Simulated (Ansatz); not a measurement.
Ansatz (a program for electronic structure) input (wB97M-V/def2-TZVPD):

Ansatz 0.2 input:
```yaml
crystal:
  periodic: [false, false, false]
  atoms:
    - {symbol: Sc, position_ang: [0.43927045, 0.01866351, -0.05521046]}
    - {symbol: F, position_ang: [-0.67931969, 1.11072508, -0.88016194]}
    - {symbol: F, position_ang: [-0.34564468, -1.15427328, 1.00898635]}
basis:
  gaussian:
    orbitals: def2-TZVPD
hamiltonian:
  xc: {name: wB97M-V}
total_charge: 1
output: {forces: true}
```

End of the output:

```
217 factors; integrals over basis functions are off by at most 6.5e-5 eV
mean field: 0.60 GiB planned
mean field evaluation 1: about -26110.9586 eV, gradient 1.1e2 eV
mean field evaluation 2: about -25917.6185 eV, gradient 4.0e2 eV
mean field evaluation 4: about -26130.1086 eV, gradient 8.6e0 eV
mean field evaluation 8: about -26130.2151 eV, gradient 1.9e-1 eV
mean field evaluation 16: about -26130.2511 eV, gradient 2.6e-4 eV
mean field -26130.25107481 eV, -960.2690152788 hartree, gradient 4.0e-5 eV, S^2 0.000000; 0 other end points of the search recorded, 0 dependent functions left out
the calculation of the forces begins
reference -26130.25112896 eV, -960.2690172689 hartree; 19, 19 occupied and 109, 109 virtual orbitals, 918 factors
Total energy: -26130.25112896 eV, -960.2690172689 hartree
Atom 0 at     0.439270     0.018664    -0.055210 Å, force    -0.147439    -0.006264     0.018531 eV/Å
Atom 1 at    -0.679320     1.110725    -0.880162 Å, force     0.079219    -0.034197     0.021870 eV/Å
Atom 2 at    -0.345645    -1.154273     1.008986 Å, force     0.068220     0.040462    -0.040401 eV/Å
Dipole moment:     1.332305     0.056606    -0.167453 e Å
```

The spin state was set by rule; other spins were not relaxed.
